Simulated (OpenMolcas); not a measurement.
Pd2+ (d8) in a complex was computed by CASSCF with the d shell active (OpenMolcas, ANO-RCC-VTZP on the metal). Its lowest spin-free states, and all those of the highest spin:

| 2S+1 | Degeneracy | E (cm-1) |
| --- | --- | --- |
| 3 | 3 | 0.0 |
| 3 | 3 | 4059 |
| 3 | 1 | 8779 |
| 1 | 2 | 11297 |
| 1 | 3 | 11615 |
| 3 | 3 | 15534 |
| 1 | 3 | 18400 |
| 1 | 1 | 19844 |
| 1 | 3 | 19945 |
| 1 | 2 | 23217 |
| 1 | 1 | 43847 |

Q: Is the site octahedral, tetrahedral or cube-like, axial, or of lower symmetry?

A: The states with 2S+1 = 3 have orbital degeneracies 3, 3, 1, 3. Threefold states need a cubic site. For d8 at this spin an octahedron puts the single A2 below the threefold T2 and a tetrahedron or cube puts the threefold T1 below the threefold T2, so the site is a tetrahedron or a cube, which this pattern cannot tell apart. The run had Pd2+ with 4 ligands (chloride) in tetrahedral coordination (Td) at 2.4 Å. A charge of +0.5 e stands 2.6 Å behind each ligand. Ligand basis ANO-RCC-VTZP.

An orbital triplet at a regular site is open to Jahn-Teller coupling, which can distort the site and quench the lowest spin-orbit gaps and is left out. Without dynamic correlation the repulsion within the d shell is too large (B by tens of per cent), so at a given field states of lower spin stand too high. Real 4d8 and 5d8 ions are as a rule square planar and diamagnetic. The least metal-like active orbital is 85 % on the metal (Löwdin) and no ligand orbital is active, so the numbers are rough. With metal d orbitals alone the field can be off either way by tens of per cent. Ligand-to-metal charge-transfer states are missing. With no ligand orbital active B as a rule stays too high, so bands that hang on it stand too high and its fall with covalency is understated. No measured value stands beside these numbers; the geometry was imposed, not optimised, and the real ion may take another.
